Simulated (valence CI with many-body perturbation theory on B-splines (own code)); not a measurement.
Valence orbitals of Sm LVII

Level of theory: configuration interaction combined with many-body perturbation theory (CI+MBPT): four valence electrons over a frozen Dirac-Fock core [He], a basis of 11 s, 11 p, 9 d, 7 f, 5 g, 2 h, 1 i functions for each j, with the one-electron correlation potential Σ1 (screened to all orders), the two-electron term Σ2, the three-electron term Σ3, Breit, model QED; selected single and double excitations, second order for the rest (own B-spline code, finite nucleus).

No measured spectrum was set against this ion. As an estimate, large intervals hold to a few tenths of a per cent, small ones and those within an open d or f shell to about a per cent. Among the levels kept, up to 250 cm⁻¹ of a level comes from second order outside the variational space, and about a tenth of that is noise between levels of different J, which matters for small intervals.

These are the spectroscopic orbitals of the CI (the correlating ones are not listed), shaped by the core and the other valence electrons. h is the expectation value of the core's Dirac-Fock operator, without the valence repulsion; Σ1 is computed up to l = 3 at one energy for each symmetry, that of its lowest orbital but kept below the first core excitation, so for empty shells it is not the orbital's own correlation shift; Breit and QED include the response of the core.

```tsv
Orbital	h (hartree)	Σ1 (cm⁻¹)	Breit (cm⁻¹)	QED (cm⁻¹)	⟨r⟩ (bohr)
2s1/2	-487.98	-1460	69409	80038	0.09271
3s1/2	-212.7	-362	19199	23021	0.2159
4s1/2	-118.09	-142	7628	9410	0.3925
5s1/2	-74.913	-70.2	3814	4735	0.6212
2p1/2	-482.52	-3802	138976	896	0.07705
3p1/2	-211.15	-859	37096	6.8	0.2016
4p1/2	-117.45	-331	14762	-14.4	0.3792
5p1/2	-74.591	-162	7362	-10.4	0.6091
2p3/2	-457.09	-2659	50317	9243	0.08302
3p3/2	-203.61	-603	13763	2422	0.2100
4p3/2	-114.28	-233	6382	979	0.3904
5p3/2	-72.98	-115	3211	491	0.6229
3d3/2	-203	-278	1346	-221	0.1777
4d3/2	-114.03	-119	737	-58.2	0.3589
5d3/2	-72.85	-61.6	372	-22.8	0.5925
3d5/2	-200.81	-246	440	782	0.1805
4d5/2	-113.1	-105	241	361	0.3624
5d5/2	-72.373	-54.0	115	191	0.5967
4f5/2	-113.02	-22.5	7.8	-110	0.3120
5f5/2	-72.338	-12.8	6.5	-53.7	0.5468
4f7/2	-112.57	-21.4	2.3	98.2	0.3138
5f7/2	-72.106	-12.1	1.9	53.1	0.5489
5g7/2	-72.095		0.0	-35.0	0.4794
5g9/2	-71.957		0.0	28.1	0.4809
```

Among the shells of the start configuration 2s2 2p2, Σ1 is largest in size for 2p1/2, where it is 0.0036 % of h.

Lowest root of each symmetry, sizes in configuration state functions:

```csv
J,Parity,Roots,Reference,Variational,Second order,Change by selected CI (cm⁻¹),Change by second order (cm⁻¹)
0,even,12,38,21900,26359,-21431,0
1,even,20,83,39991,55962,-19161,-26
2,even,22,93,39996,132698,-20935,-101
3,even,11,63,39995,139886,-19900,-58
4,even,5,31,39455,137177,-19814,-11
5,even,2,11,21652,28679,-19727,-11
0,odd,8,37,17913,22986,-23593,-1
1,odd,20,94,39999,86144,-26366,-16
2,odd,19,100,39988,108354,-20635,-56
3,odd,9,70,40000,121820,-20617,-59
4,odd,3,36,32124,94214,-21765,-9
```
